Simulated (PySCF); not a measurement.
Cl₂Te (SMILES Cl[Te]Cl), singlet, geometry from GFN2-xTB (core potentials on Te), with bond 2-1 at 2.0 times its length; PySCF with SVWN5/def2-SVP.

The PySCF input:
```python
from pyscf import gto, scf, dft

mol = gto.Mole()
mol.atom = '''
    Te   -0.01170558    0.01195986    0.61430806
    Cl    2.24098326    2.63563608   -2.50382946
    Cl   -1.07883353   -1.36038108   -0.93429926
'''
mol.basis = 'def2-svp'
mol.ecp = {'Te': 'def2-svp'}
mol.verbose = 4
mol.build()

mf = dft.RKS(mol)
mf.xc = 'lda,vwn'
mf.diis_space = 4
mf.kernel()
mf.analyze()
```

It wrote (shortened):

```
PySCF version 2.14.0

[INPUT] verbose = 4
[INPUT] num. atoms = 3
[INPUT] num. electrons = 58
[INPUT] charge = 0
[INPUT] spin (= nelec alpha-beta = 2S) = 0
[INPUT] symmetry False subgroup None
[INPUT] Mole.unit = angstrom
[INPUT] Symbol           X                Y                Z      unit          X                Y                Z       unit  Magmom
[INPUT]  1 Te    -0.011705580000   0.011959860000   0.614308060000 AA   -0.022120340329   0.022600859888   1.160873989513 Bohr   0.0
[INPUT]  2 Cl     2.240983260000   2.635636080000  -2.503829460000 AA    4.234844611135   4.980630355222  -4.731551942018 Bohr   0.0
[INPUT]  3 Cl    -1.078833530000  -1.360381080000  -0.934299260000 AA   -2.038699905698  -2.570747666240  -1.765569719784 Bohr   0.0

nuclear repulsion = 167.284513841323
number of shells = 26
number of NR pGTOs = 133
number of NR cGTOs = 62
basis = def2-svp
ecp = {'Te': 'def2-svp'}

******** <class 'pyscf.dft.rks.RKS'> ********
method = RKS
initial guess = minao
damping factor = 0
level_shift factor = 0
DIIS = <class 'pyscf.scf.diis.CDIIS'>
diis_start_cycle = 1
diis_space = 4
diis_damp = 0
SCF conv_tol = 1e-09
SCF conv_tol_grad = None
SCF max_cycles = 50
direct_scf = True
direct_scf_tol = 1e-13
XC library pyscf.dft.libxc version 7.1.2
    S. Lehtola, C. Steigemann, M. J. T. Oliveira, and M. A. L. Marques,  SoftwareX 7, 1–5 (2018)
XC functionals = lda,vwn
    P. A. M. Dirac,  Math. Proc. Cambridge Philos. Soc. 26, 376 (1930)
    F. Bloch,  Z. Phys. 57, 545 (1929)
    S. H. Vosko, L. Wilk, and M. Nusair,  Can. J. Phys. 58, 1200 (1980)
radial grids:
    Treutler-Ahlrichs [JCP 102, 346 (1995); DOI:10.1063/1.469408] (M4) radial grids

becke partition: Becke, JCP 88, 2547 (1988); DOI:10.1063/1.454033
pruning grids: <function nwchem_prune>
grids dens level: 3
symmetrized grids: False
atomic radii adjust function: <function treutler_atomic_radii_adjust>
small_rho_cutoff = 0
Set gradient conv threshold to 3.16228e-05
Initial guess from minao.
tot grids = 59720
init E= -1157.36479614381
  HOMO = -0.514596820981332  LUMO = -0.508375242413771  gap/eV = 0.16930
cycle= 1 E= -1179.47096860222  delta_E= -22.1  |g|= 3.35  |ddm|= 8.61
  HOMO = 0.181151781821578  LUMO = 0.186729058189997  gap/eV = 0.15177
cycle= 2 E= -1018.1403121162  delta_E=  161  |g|= 10.1  |ddm|= 22.2
  HOMO = -0.0902184806429994  LUMO = -0.0883469640463504  gap/eV = 0.05093
cycle= 3 E= -1184.23524173245  delta_E= -166  |g|= 0.811  |ddm|=   21
  HOMO = -0.0393564772077537  LUMO = -0.0300781961396264  gap/eV = 0.25247
cycle= 4 E= -1180.37428992426  delta_E= 3.86  |g|= 2.35  |ddm|= 5.59
  HOMO = -0.219004028674727  LUMO = -0.21457644251937  gap/eV = 0.12048
cycle= 5 E= -1183.10764212653  delta_E= -2.73  |g|= 1.72  |ddm|= 4.83
  HOMO = -0.139995622426069  LUMO = -0.138371858489909  gap/eV = 0.04418
cycle= 6 E= -1181.38241060578  delta_E= 1.73  |g|= 1.47  |ddm|= 3.76
  HOMO = -0.225785731328992  LUMO = -0.210447746752256  gap/eV = 0.41737
cycle= 7 E= -1184.45271427358  delta_E= -3.07  |g|= 0.499  |ddm|= 3.99
  HOMO = -0.234964488821322  LUMO = -0.200541109849788  gap/eV = 0.93671
cycle= 8 E= -1184.4939454742  delta_E= -0.0412  |g|= 0.429  |ddm|= 2.46
  HOMO = -0.218942828612351  LUMO = -0.212514727174939  gap/eV = 0.17492
cycle= 9 E= -1184.24981762645  delta_E= 0.244  |g|= 0.559  |ddm|= 2.21
  HOMO = -0.21875809161829  LUMO = -0.214084078625239  gap/eV = 0.12719
cycle= 10 E= -1184.46125601299  delta_E= -0.211  |g|= 0.448  |ddm|= 2.31

WARN: HOMO -0.235060283426954 == LUMO -0.234660349816551

cycle= 11 E= -1184.65436443623  delta_E= -0.193  |g|= 0.185  |ddm|=  2.4
  HOMO = -0.231265561330792  LUMO = -0.229729419412435  gap/eV = 0.04180
cycle= 12 E= -1184.65545969699  delta_E= -0.0011  |g|= 0.155  |ddm|= 2.36
  HOMO = -0.23308798012103  LUMO = -0.229846779510785  gap/eV = 0.08820
cycle= 13 E= -1184.62837967901  delta_E= 0.0271  |g|= 0.287  |ddm|= 2.32
  HOMO = -0.223988597406391  LUMO = -0.222204035676851  gap/eV = 0.04856
cycle= 14 E= -1184.29078703873  delta_E= 0.338  |g|= 0.561  |ddm|= 1.75
  HOMO = -0.235103497852599  LUMO = -0.230894116044251  gap/eV = 0.11454
cycle= 15 E= -1184.60223741808  delta_E= -0.311  |g|= 0.349  |ddm|= 1.83
  HOMO = -0.218746449864017  LUMO = -0.204642724429648  gap/eV = 0.38378
cycle= 16 E= -1184.20443338669  delta_E= 0.398  |g|= 0.568  |ddm|= 2.13
  HOMO = -0.235467775681565  LUMO = -0.22960414630796  gap/eV = 0.15956
cycle= 17 E= -1184.49121443855  delta_E= -0.287  |g|= 0.392  |ddm|=  2.3
  HOMO = -0.22854144402229  LUMO = -0.211472611428437  gap/eV = 0.46447
cycle= 18 E= -1184.48025025117  delta_E= 0.011  |g|= 0.455  |ddm|= 2.45
  HOMO = -0.231157184519955  LUMO = -0.227443120878411  gap/eV = 0.10106
cycle= 19 E= -1184.48103916495  delta_E= -0.000789  |g|= 0.384  |ddm|= 2.43
  HOMO = -0.2298756688318  LUMO = -0.224268515795934  gap/eV = 0.15258
cycle= 20 E= -1184.66973665501  delta_E= -0.189  |g|= 0.127  |ddm|= 2.41
  HOMO = -0.21453640239623  LUMO = -0.212234808194505  gap/eV = 0.06263
cycle= 21 E= -1184.21865696191  delta_E= 0.451  |g|= 0.535  |ddm|= 2.26
  HOMO = -0.235654030001207  LUMO = -0.232736188602976  gap/eV = 0.07940
cycle= 22 E= -1184.52521125895  delta_E= -0.307  |g|= 0.377  |ddm|= 2.27
  HOMO = -0.235620330718898  LUMO = -0.232618455615016  gap/eV = 0.08169
cycle= 23 E= -1184.52958762419  delta_E= -0.00438  |g|= 0.37  |ddm|= 0.0721
  HOMO = -0.238709906333297  LUMO = -0.229914240830323  gap/eV = 0.23934
cycle= 24 E= -1184.48527445198  delta_E= 0.0443  |g|= 0.379  |ddm|= 0.359
  HOMO = -0.232360457501682  LUMO = -0.213472279424858  gap/eV = 0.51397
cycle= 25 E= -1184.55243070468  delta_E= -0.0672  |g|= 0.383  |ddm|= 2.44
  HOMO = -0.0191681562324856  LUMO = -0.013836708619819  gap/eV = 0.14508
cycle= 26 E= -1181.13238258602  delta_E= 3.42  |g|= 1.72  |ddm|= 4.18
  HOMO = -0.167785141214134  LUMO = -0.165200406628201  gap/eV = 0.07033
cycle= 27 E= -1181.57399590964  delta_E= -0.442  |g|= 1.33  |ddm|= 2.54
  HOMO = -0.224724894285765  LUMO = -0.22134507591947  gap/eV = 0.09197
cycle= 28 E= -1184.21453788579  delta_E= -2.64  |g|= 0.538  |ddm|= 3.87
  HOMO = -0.216756633742905  LUMO = -0.194184664413635  gap/eV = 0.61421
cycle= 29 E= -1184.44768127163  delta_E= -0.233  |g|= 0.497  |ddm|= 2.31
  HOMO = -0.200181541810226  LUMO = -0.179617650681343  gap/eV = 0.55957
cycle= 30 E= -1184.44472341148  delta_E= 0.00296  |g|= 0.529  |ddm|= 2.41
  HOMO = -0.195511732478506  LUMO = -0.192393913145724  gap/eV = 0.08484
cycle= 31 E= -1184.4624914741  delta_E= -0.0178  |g|= 0.498  |ddm|= 0.202
  HOMO = -0.210170705874149  LUMO = -0.20537408385903  gap/eV = 0.13052
cycle= 32 E= -1184.48222730746  delta_E= -0.0197  |g|= 0.436  |ddm|= 0.134
  HOMO = -0.0136502980285627  LUMO = -0.0059803520996301  gap/eV = 0.20871
cycle= 33 E= -1181.15792542803  delta_E= 3.32  |g|= 1.69  |ddm|= 4.26
  HOMO = -0.121484901229704  LUMO = -0.120426736864912  gap/eV = 0.02879
cycle= 34 E= -1181.44837535044  delta_E= -0.29  |g|= 1.39  |ddm|=  1.2
  HOMO = -0.178030161815266  LUMO = -0.176878156431288  gap/eV = 0.03135
cycle= 35 E= -1184.10269707702  delta_E= -2.65  |g|= 0.743  |ddm|= 3.14
  HOMO = -0.235737025654927  LUMO = -0.217831641961627  gap/eV = 0.48723
cycle= 36 E= -1184.47112416736  delta_E= -0.368  |g|= 0.391  |ddm|=  2.4
  HOMO = -0.203566790912931  LUMO = -0.201611374331421  gap/eV = 0.05321
cycle= 37 E= -1184.25423391074  delta_E= 0.217  |g|= 0.576  |ddm|= 2.32
  HOMO = -0.238478157536216  LUMO = -0.217092684734365  gap/eV = 0.58193
cycle= 38 E= -1184.50917565183  delta_E= -0.255  |g|= 0.398  |ddm|= 2.19
  HOMO = -0.22994533660522  LUMO = -0.224091321541713  gap/eV = 0.15930
cycle= 39 E= -1184.24689159657  delta_E= 0.262  |g|= 0.522  |ddm|= 2.26

WARN: HOMO -0.22640712643783 == LUMO -0.225519763473324

cycle= 40 E= -1184.4754213856  delta_E= -0.229  |g|= 0.399  |ddm|= 2.29
  HOMO = -0.222542282763126  LUMO = -0.220564577228527  gap/eV = 0.05382
cycle= 41 E= -1184.4937745194  delta_E= -0.0184  |g|= 0.418  |ddm|= 2.42
  HOMO = -0.232418135394905  LUMO = -0.225054148583422  gap/eV = 0.20038
cycle= 42 E= -1184.62833768038  delta_E= -0.135  |g|= 0.272  |ddm|= 0.757
  HOMO = -0.232029416685622  LUMO = -0.227753861708555  gap/eV = 0.11634
cycle= 43 E= -1184.62393224879  delta_E= 0.00441  |g|= 0.276  |ddm|= 0.0701
  HOMO = -0.150746115576336  LUMO = -0.130146956068894  gap/eV = 0.56053
cycle= 44 E= -1181.44458654622  delta_E= 3.18  |g|= 1.41  |ddm|= 3.96
  HOMO = -0.222830142750252  LUMO = -0.22077245730522  gap/eV = 0.05599
cycle= 45 E= -1184.20848486749  delta_E= -2.76  |g|= 0.553  |ddm|= 3.23
  HOMO = -0.238922981574284  LUMO = -0.220096720396805  gap/eV = 0.51229
cycle= 46 E= -1184.47089074433  delta_E= -0.262  |g|= 0.404  |ddm|= 2.29
  HOMO = -0.224412560172814  LUMO = -0.222074027799111  gap/eV = 0.06363
cycle= 47 E= -1184.22736201845  delta_E= 0.244  |g|= 0.517  |ddm|= 2.27
  HOMO = -0.233543904119644  LUMO = -0.210314670066056  gap/eV = 0.63210
cycle= 48 E= -1184.505567712  delta_E= -0.278  |g|= 0.405  |ddm|= 2.28
  HOMO = -0.222694729656341  LUMO = -0.216471858760151  gap/eV = 0.16933
cycle= 49 E= -1184.49964216594  delta_E= 0.00593  |g|= 0.415  |ddm|=  0.2
  HOMO = -0.22705975708175  LUMO = -0.222834644557506  gap/eV = 0.11497
cycle= 50 E= -1184.53246925145  delta_E= -0.0328  |g|= 0.384  |ddm|= 0.225
SCF not converged.
SCF energy = -1184.53246925145
**** SCF Summaries ****
Total Energy =                       -1184.532469251447310
Nuclear Repulsion Energy =             167.284513841322564
One-electron Energy =                -2069.474677265474838
Two-electron Energy =                  717.657694172705078
Two-electron Coulomb Energy =          791.532665520717387
DFT Exchange-Correlation Energy =      -73.874971348012252
HOMO-LUMO gap [eV] =                     0.114971167875139
**** MO energy ****
MO #1   energy= -100.306139708289  occ= 2
MO #2   energy= -100.250569675938  occ= 2
MO #3   energy= -9.17001814194509  occ= 2
MO #4   energy= -9.11186016437214  occ= 2
MO #5   energy= -7.0361780115063   occ= 2
MO #6   energy= -7.02571901164639  occ= 2
MO #7   energy= -7.02566510518844  occ= 2
MO #8   energy= -6.98264961155264  occ= 2
MO #9   energy= -6.96644803000506  occ= 2
MO #10  energy= -6.96535885482568  occ= 2
MO #11  energy= -6.07682920412329  occ= 2
MO #12  energy= -4.26337058911661  occ= 2
MO #13  energy= -4.24935286253237  occ= 2
MO #14  energy= -4.24693016669504  occ= 2
MO #15  energy= -1.55615930753647  occ= 2
MO #16  energy= -1.55154312527826  occ= 2
MO #17  energy= -1.54956682740076  occ= 2
MO #18  energy= -1.53795085100295  occ= 2
MO #19  energy= -1.53776888840033  occ= 2
MO #20  energy= -0.782505739852731 occ= 2
MO #21  energy= -0.683010587315799 occ= 2
MO #22  energy= -0.593770149361816 occ= 2
MO #23  energy= -0.381413123903543 occ= 2
MO #24  energy= -0.330581428856468 occ= 2
MO #25  energy= -0.329640044529636 occ= 2
MO #26  energy= -0.269953756718538 occ= 2
MO #27  energy= -0.246853733355821 occ= 2
MO #28  energy= -0.243286462620847 occ= 2
MO #29  energy= -0.22705975708175  occ= 2
MO #30  energy= -0.222834644557506 occ= 0
MO #31  energy= -0.142391921808922 occ= 0
MO #32  energy= 0.145222071589757  occ= 0
MO #33  energy= 0.220977758707915  occ= 0
MO #34  energy= 0.247493980490059  occ= 0
MO #35  energy= 0.24909655836228   occ= 0
MO #36  energy= 0.27854794170339   occ= 0
MO #37  energy= 0.27975001686309   occ= 0
Dipole moment(X, Y, Z, Debye): -10.03913, -11.73340, 12.93934
```

The run did not converge; its last values are not results.
